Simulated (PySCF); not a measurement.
Spinor energies of Te²³⁺ (tellurium, charge +23)

Start: [Ar] 3d10 4s1; 4s1/2 filled at m_j = +1/2. Calculated with PySCF 2.14 in an even-tempered Gaussian basis (17 s from 1.7 bohr⁻², ratio 2.8; 13 p from 2.2 bohr⁻², ratio 2.8; 8 d from 3.8 bohr⁻², ratio 2.8; 4 f from 9.4 bohr⁻², ratio 3): generalised Hartree-Fock with the X2C-1e Hamiltonian and a Gaussian nucleus; one run each with spin-orbit coupling (SO) switched off, then screened by Boettger's factors.

| spinor shell | electrons | ε, spin-free (eV) | ε, screened SO (eV) | weight of nominal j (screened SO) | rms radius, screened SO (bohr) |
| --- | --- | --- | --- | --- | --- |
| 1s1/2 | 2 | -32693.4 | -32690.6 | 1.000 | 0.0318 |
| 2s1/2 | 2 | -5701.8 | -5701.0 | 1.000 | 0.130 |
| 2p1/2 | 2 | -5185.8 | -5377.5 | 1.000 | 0.112 |
| 2p3/2 | 4 | -5185.8 | -5099.3 | 1.000 | 0.117 |
| 3s1/2 | 2 | -1697.7 | -1697.5 | 1.000 | 0.338 |
| 3p1/2 | 2 | -1524.8 | -1562.9 | 1.000 | 0.331 |
| 3p3/2 | 4 | -1524.8 | -1507.6 | 1.000 | 0.342 |
| 3d3/2 | 4 | -1270.5 | -1277.3 | 0.999 | 0.311 |
| 3d5/2 | 6 | -1270.5 | -1265.8 | 0.999 | 0.314 |
| 4s1/2 | 1 | -740.04 | -740.01 | 1.000 | 0.739 |

```
   quantity    spin-free  screened SO
E (hartree)  -6549.45919  -6551.31107
        M_J          1/2          1/2
       ⟨J²⟩        0.750        0.750
       ⟨L²⟩        0.000        0.014
       ⟨S²⟩        0.750        0.764
```

Each row is a mean over spinors that exchange with the open shell spreads, by up to 3.362 eV (3s1/2).

Breit and QED terms are absent; they matter most for the inner s and p1/2 levels.

Densities and radii are taken from the X2C orbitals without a picture-change correction, which distorts them close to the nucleus.

Without spin-orbit coupling the j labels of p, d and f shells carry no meaning; the spin-free column gives the mean over the occupied spinors of each nl shell.
